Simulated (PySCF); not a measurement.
C₂H₁₀OSi₂, SMILES CC[SiH2]O[SiH3], singlet, GFN2-xTB optimised geometry.

```
15

C      2.74    -1.37     0.09
C      1.22    -1.23     0.07
Si     0.66     0.58     0.00
O     -0.96     0.58     0.00
Si    -2.52     1.02     0.00
H      3.04    -2.42     0.12
H      3.18    -0.92    -0.80
H      3.16    -0.87     0.95
H      0.83    -1.78    -0.79
H      0.81    -1.72     0.96
H      1.09     1.33     1.18
H      1.09     1.24    -1.24
H     -3.00     0.83    -1.37
H     -2.60     2.42     0.42
H     -3.18     0.12     0.95
```

Density from B3LYP/def2-TZVP run with PySCF at that geometry.

Minimum of the electron density along straight lines between bonded atoms, close to the bond critical point (lines longer than 1.1 times the sum of covalent radii, or with two minima, are not listed):

| bond | length / Å | ρ at the minimum / e bohr⁻³ | ∇²ρ there / e bohr⁻⁵ | position (fraction from the first atom) |
|---|---|---|---|---|
| C1–C2 | 1.524 | (withheld) | (withheld) | 0.50 |
| C2–Si3 | 1.898 | 0.122 | 0.12 | 0.61 |
| Si3–O4 | 1.621 | 0.138 | 0.94 | 0.42 |
| O4–Si5 | 1.616 | 0.140 | 0.94 | 0.58 |
| C1–H6 | 1.089 | 0.280 | -0.96 | 0.64 |
| C1–H7 | 1.088 | 0.281 | -0.97 | 0.64 |
| C1–H8 | 1.088 | 0.281 | -0.97 | 0.64 |
| C2–H9 | 1.092 | 0.275 | -0.92 | 0.64 |
| C2–H10 | 1.092 | 0.275 | -0.92 | 0.64 |
| Si3–H11 | 1.465 | 0.127 | 0.17 | 0.49 |
| Si3–H12 | 1.465 | 0.127 | 0.17 | 0.49 |
| Si5–H13 | 1.461 | 0.128 | 0.18 | 0.49 |
| Si5–H14 | 1.462 | 0.127 | 0.18 | 0.49 |
| Si5–H15 | 1.461 | 0.128 | 0.18 | 0.49 |

Q: Fill in the missing entries.

A: 
- C1–C2, ρ at the minimum / e bohr⁻³: 0.243
- C1–C2, ∇²ρ there / e bohr⁻⁵: -0.59
